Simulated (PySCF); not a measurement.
C₃H₂F₃, SMILES [CH]=CC(F)(F)F, multiplicity 2. The structure is a stationary point at PBE0-D3(BJ)/def2-SVP. The isomer is the one that the SMILES or the coordinates give; other isomers of the formula were not compared.

Q: Give the equilibrium geometry at PBE0-D3(BJ)/def2-SVP (PySCF confirms it by a frequency run) as bond lengths and angles, and its point group. (An estimate is asked for; the answer gives what the named calculation found.)

A: point group Cs.
Atoms: C1 C2 C3 F4 F5 F6 H7 H8. Bonded distances (Å): C1–C2 1.311, C1–H7 1.089, C2–C3 1.501, C2–H8 1.101, C3–F4 1.329, C3–F5 1.337, C3–F6 1.337. Bond angles (°): C2–C1–H7 138.2, C1–C2–C3 123.7, C1–C2–H8 122.1, C3–C2–H8 114.2, C2–C3–F4 112.6, C2–C3–F5 110.6, C2–C3–F6 110.6, F4–C3–F5 107.9, F4–C3–F6 107.9, F5–C3–F6 107.0.
Charge 0, spin multiplicity 2.
